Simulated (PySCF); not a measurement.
In(SMe)3, SMILES C[S][In]([S]C)[S]C (C3H9InS3) (GFN2-xTB optimised geometry):

```
16

In    -0.098    -0.972     0.000
S      2.363    -0.972     0.000
C      2.650    -2.775     0.029
H      2.551    -3.145     1.046
H      3.666    -2.924    -0.324
H      1.950    -3.284    -0.632
S     -1.331     1.158     0.000
C      0.081     2.303     0.172
H      0.420     2.317     1.205
H     -0.292     3.284    -0.109
H      0.892     2.011    -0.492
S     -1.323    -3.099    -0.181
C     -3.029    -2.453    -0.098
H     -3.297    -2.259     0.937
H     -3.666    -3.233    -0.506
H     -3.124    -1.548    -0.694
```

Computed with PBE0/def2-TZVP, def2 effective core potentials past Kr run with PySCF.

**Question.** What are the frontier orbital energies and the dipole moment?

**Answer.** HOMO-2 -7.26 eV, HOMO-1 -6.80 eV, HOMO -6.79 eV, LUMO -1.87 eV, LUMO+1 -1.12 eV; dipole moment 0.38 D.

On the same geometry PBE/def2-TZVP, def2 effective core potentials past Kr (PySCF) gives HOMO-2 -6.04 eV, HOMO-1 -5.60 eV, HOMO -5.60 eV, LUMO -2.65 eV, LUMO+1 -1.76 eV; dipole moment 0.35 D.
